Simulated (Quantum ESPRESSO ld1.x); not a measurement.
Results of a calculation; reference values are marked as such.
Task: The ruthenium ion Ru3+, configuration [Kr] 4d5 (the NIST ground configuration). Code: ld1.x of Quantum ESPRESSO 7.5. Model: Dirac Kohn-Sham, PW86 exchange with PBE correlation, spin-unpolarised, spherical densities, point nucleus; open shells fill j = l - 1/2 first.

Spin-orbit splittings of the eigenvalues, e(l+1/2) - e(l-1/2), with zeta = 2 splitting/(2l+1) and mean radii in bohr:

| shell | occ. | splitting (eV) | zeta (eV) | <r> j=l-1/2 | <r> j=l+1/2 |
|---|---|---|---|---|---|
| 2p | 6 | 130.9 | 87.28 | 0.1236 | 0.1284 |
| 3p | 6 | ? | ? | 0.3955 | 0.4060 |
| 3d | 10 | 4.320 | 1.728 | 0.3821 | 0.3856 |
| 4p | 6 | 3.459 | 2.306 | 1.091 | 1.119 |
| 4d | 5 | 0.4097 | 0.1639 | 1.437 | 1.449 |

Estimate the 3p splitting.

Result: 22.19 eV (zeta = 14.80 eV).
